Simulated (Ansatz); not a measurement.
Computed with Ansatz on PBE0-D4/def2-TZVP structures; ΔE is electronic, products minus reactants. CBS: MP2 limit from def2 TZ/QZ plus the TZ coupled-cluster correction, frozen cores. Functionals use def2-TZVPP. B3LYP here is the variant with VWN-RPA as its local correlation; programs differ in this. Each species was taken in one conformer, which may not be the lowest.

`O[SiH2]S[SiH2][SiH3]` + `S[SiH]1CO1` → `[SiH3]S[SiH]1CO1` + `O[SiH2]S[SiH3]`  (cleavage of the Si–Si bond)

```csv
level,ΔE (kJ/mol)
r2SCAN-D4,-57.9
B3LYP-D4,-57.4
```

**Question.** What does CCSD(T)/CBS give? (An estimate is asked.)

**Answer.** The calculation gave: -60.6 kJ/mol. The listed levels differ from it by 2.7, 3.2 kJ/mol.

Largest T1 diagnostic among the species: 0.013.

From PBE to PBE0 (25 % exact exchange), in def2-TZVPP and without D4, ΔE moves by −4.6 kJ/mol.
